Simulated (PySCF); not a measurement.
## A ladder for the ionisation energy of Ag⁺

Ag⁺ [Kr] 4d10 (1S) → Ag²⁺ [Kr] 4d9 (2D). Scalar values calculated with PySCF 2.14 in x2c-TZVPPall with one added diffuse shell each of s, p, d, f type (spin-free X2C; valence and next inner shell: [Ar] 3d10 frozen; valence: [Kr] frozen). The spin-orbit shift comes from two-component X2C-1e calculations (generalised Hartree-Fock, GHF, and MP2 on its spinors, GMP2) in x2c-QZVPPall-2c: GMP2 gives 21.866 eV without and 21.620 eV with screened spin-orbit coupling, a shift of -0.245 eV (GHF: -0.234 eV). Sums use unrounded values; where a UHF row is shifted, it takes the GHF shift.

| method | scalar (eV) |
| --- | --- |
| UHF | 19.710 |
| MP2 (valence and next inner shell) | 21.859 |
| SCS-MP2 (valence and next inner shell) | 21.564 |
| CCSD (valence and next inner shell) | 21.315 |
| CCSD(T) (valence and next inner shell) | 21.429 |
| MP2 (valence) | 21.793 |
| SCS-MP2 (valence) | 21.567 |
| CCSD (valence) | 21.389 |
| CCSD(T) (valence) | 21.503 |
| LDA | 22.328 |
| PBE | 21.883 |
| PBE0 | 21.631 |
| r2SCAN | 21.640 |
| r2SCAN0 | 21.487 |
| BHandHLYP | 21.320 |
| M06-2X | 21.643 |
| wB97X | 21.540 |

Q: Form a composite estimate from CCSD(T) (valence and next inner shell) and the spin-orbit shift, and compare it with the reference, 21.484 eV (measured; NIST Atomic Spectra Database, ionization energies).

A: 21.429 + (-0.245) = 21.184 eV, an error of -0.300 eV.

The errors of the correlated levels include the incompleteness of the basis and the frozen core, so a lower level can come closer by cancellation.
